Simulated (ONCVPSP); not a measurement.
u(r) = r·R(r): atom against pseudo-atom (phosphorus)

Columns: radius, all-electron u(r) and pseudo u(r) of the 2p shell (level -135.17 eV) of phosphorus in the configuration [He] 2s2 2p6 3s2 3p2; BLYP, scalar-relativistic, ONCV scheme, ONCVPSP 4.0.1.

```
r (bohr)  all-electron  pseudo
   0.050        0.1875  0.0453
   0.100        0.5272  0.1747
   0.150        0.8499  0.3705
   0.200        1.0988  0.6072
   0.250        1.2640  0.8560
   0.300        1.3531  1.0886
   0.350        1.3818  1.2816
   0.400        1.3643  1.4169
   0.450        1.3151  1.4863
   0.500        1.2444  1.4868
   0.550        1.1611  1.4260
   0.600        1.0713  1.3173
   0.650        0.9794  1.1780
   0.700        0.8889  1.0283
   0.750        0.8017  0.8852
   0.800        0.7193  0.7599
   0.850        0.6425  0.6574
   0.900        0.5718  0.5750
   0.950        0.5071  0.5073
   1.000        0.4485  0.4484
   1.050        0.3956  0.3955
   1.100        0.3482  0.3482
   1.150        0.3060  0.3059
   1.200        0.2684  0.2683
   1.250        0.2351  0.2350
   1.300        0.2056  0.2056
```

Problem. How many radial nodes do the two functions have?

Solution. The all-electron 2p function has n − l − 1 = 0; the pseudo-wave has 0.

Problem. At about which radius was the pseudo-wave matched?

Solution. 1.00 bohr, where the columns begin to agree (steps of 0.05 bohr).

Problem. Where does each function peak?

Solution. Outermost all-electron maximum near 0.35 bohr, pseudo maximum near 0.50 bohr (to the table’s step).

Problem. Is the pseudo-wave norm-conserving?

Solution. Yes: the ONCV scheme keeps the norm inside the radius equal to the all-electron one, which fixes the energy derivative of the logarithmic derivative at the level.
